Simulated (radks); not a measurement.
Species: Cl III. Configuration: [Ne] 3s2 3p3 (the NIST ground configuration). Calculated with a radial shooting solver on a logarithmic mesh with Libxc functionals: non-relativistic Kohn-Sham, exchange-only PBE, spin-polarised, spherical densities, point nucleus; open shells are filled with parallel spins first.

Unscreened Slater integrals over Kohn-Sham orbitals (eV). They are taken over the spin-up orbitals.

| integral | value |
|---|---|
| F0(3p,3p) | 15.391 |
| F2(3p,3p) | 7.8205 |
| F0(3p,3s) | 16.124 |
| G1(3p,3s) | 10.764 |
| F0(3p,2p) | 20.889 |
| F2(3p,2p) | 3.7169 |
| G0(3p,2p) | 1.5017 |
| G2(3p,2p) | 1.5076 |
| F0(3p,2s) | 20.612 |
| G1(3p,2s) | 1.1508 |
| F0(3s,3s) | 16.976 |
| F0(3s,2p) | 22.516 |
| G1(3s,2p) | 1.7444 |
| F0(3s,2s) | 22.286 |
| G0(3s,2s) | 1.3961 |
| F0(2p,2p) | 61.283 |
| F2(2p,2p) | 28.441 |
| F0(2p,2s) | 57.641 |
| G1(2p,2s) | 33.997 |
| F0(2s,2s) | 55.237 |

Derived for the open shells (J is the average intra-shell exchange parameter used in DFT+U). 3p: J = F2/5 = 1.564 eV.
